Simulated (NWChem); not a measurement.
System: C$_{2}$H$_{2}$BF; SMILES C#CBF

Here is an NWChem input.

```
start job
memory heap 200 mb stack 900 mb global 1100 mb
geometry units angstroms noautosym nocenter noautoz
  B     -0.536677    -0.699538     0.000000
  C     -0.089067     0.759979     0.000000
  C      0.218382     1.938095     0.000000
  H      0.497136     2.977528     0.000000
  F      0.366589    -1.663116     0.000000
  H     -1.702544    -1.013490     0.000000
end
basis spherical
  B library def2-svpd
  C library def2-svpd
  H library def2-svpd
  F library def2-svpd
end
dft
  xc b3lyp
  iterations 150
end
property
  response 1 0.0
end
task dft property
```

The geometry was optimised at PBE0/def2-SVP.

Static field.

### Question
Predict the main results of this run. (B3LYP/def2-SVPD.) Quantities: isotropic polarisability (bohr³); anisotropy (bohr³).

### Answer
The isotropic polarisability (bohr³) is 37.4 and the anisotropy (bohr³) is 26.9.
